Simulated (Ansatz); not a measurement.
Saddle point of BAsH5Br, singlet (BH₂Br ([BH2][Br]) + AsH₃ → BAsH₄ ([BH2][AsH2]) + HBr; bonds formed: B1–As6, Br2–H5; bonds broken: B1–Br2, H5–As6), PBE0-D4/def2-TZVP structure:

```
atom    x (Å)    y (Å)    z (Å)
  B1  -0.7802  -0.2516  -0.4928
 Br2   1.3315  -0.9177  -1.5894
  H3  -1.2081  -1.3483  -0.3303
  H4  -1.1573   0.4827  -1.3478
  H5   0.8136  -0.1939  -0.3099
 As6  -0.3435   0.7169   1.2721
  H7   0.7026   1.7335   0.8551
  H8   0.6415  -0.2218   1.9431
```

Energies are electronic, without zero-point energy. Barriers and step energies count from the start structure reached by relaxing down the imaginary mode; all methods use the PBE0-D4 structures, on which another method's saddle can fall below an end. Computed with Ansatz 0.2.0 (basis: def2-TZVPP, with def2-QZVPP for the basis limit); correlated methods freeze the cores. Filled d shells of the heavier atoms are correlated. The def2 sets are not built for correlating such inner shells, so the correlated values are less sure here. B3LYP uses VWN-RPA correlation. Extrapolation: Hartree–Fock as exp(−7.88 √X), correlation as X^−2.97.

```tsv
method	barrier (kJ/mol)	step energy (kJ/mol)
SPW92	32.4	44.4
PBE-D4	54.8	55.3
BLYP-D4	76.0	65.2
r2SCAN-D4	67.2	60.5
B97M-V	86.7	66.3
PBE0-D4	68.2	56.8
B3LYP-D4	85.6	65.9
r2SCAN0-D4	76.4	61.1
BHLYP-D4	?	68.3
CAM-B3LYP-D4	94.5	66.0
wB97X-V	94.0	62.6
wB97M-V	?	62.9
B2PLYP	90.7	67.2
PBE-QIDH	79.9	59.0
RPA on PBE	93.2	63.5
HF	152.3	86.0
MP2	?	60.9
CCSD	101.9	64.9
CCSD(T)	91.6	62.5
```

**Question.** Fill in the withheld barriers. (To be estimated.)

**Answer.** Computed: BHLYP-D4 103.1; wB97M-V 91.8; MP2 83.1 kJ/mol. Each is the energy of the saddle less that of the start structure, by the same method.

For comparison, the barrier by CCSD(T) at an estimated basis limit (MP2 extrapolated from triple and quadruple zeta, plus CCSD(T) − MP2 in triple zeta) is 89.6 kJ/mol.

No T1 diagnostic of these runs exceeds 0.012. The end structure is not quite a true minimum (one mode of 64i cm⁻¹).

Labels in which every atom is bracketed show which atoms are joined, not bond orders.

For scale, one of the runs: CCSD(T)/def2-TZVPP, 197 basis functions (an equivalent command: `ansatz run in.yaml --threads 4`). Time: 110 s of wall clock on 4 CPU threads; the host was shared. Peak host memory: 2.4 GiB.
